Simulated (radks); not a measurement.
Initial-state core-level shifts of the antimony ion Sb+ when its valence configuration changes from [Kr] 4d10 5s2 5p2. All-electron calculation, scalar-relativistic Kohn-Sham, r2SCAN, spin-polarised, spherical densities, finite nucleus; open shells are filled with parallel spins first (spin-orbit coupling, left out, can overturn this in heavy ions); meta-GGA in the generalised Kohn-Sham scheme; Fermi nuclear charge, rms radius 4.6802 fm. Program: a radial shooting solver on a logarithmic mesh with Libxc functionals. Shifts are changes of the shell-averaged eigenvalues in eV (positive: less bound); the change of the density at the nucleus, which sets a Mossbauer isomer shift, is in e/bohr^3, on a base of 2.15e+05.

| valence | 1s | 2p | 3s | 3p | density at nucleus |
|---|---|---|---|---|---|
| 4d10 5s1 5p3 | -1.006 | -0.979 | -1.010 | -1.010 | -51.78 |
| 4d9 5s2 5p3 | -8.564 | -8.985 | -8.666 | -8.667 | +21.69 |
| 4d10 5s1.5 5p2.5 | -0.554 | -0.540 | -0.553 | -0.553 | -25.40 |
| 4d9 5s1.5 5p3.5 | -9.306 | -9.711 | -9.401 | -9.402 | -6.67 |
| 4d7 5s1.5 5p5.5 | -27.534 | -28.922 | -27.733 | -27.736 | +35.08 |
| 4d6.5 5s1.5 5p6 | -32.160 | -33.825 | -32.369 | -32.372 | +46.45 |
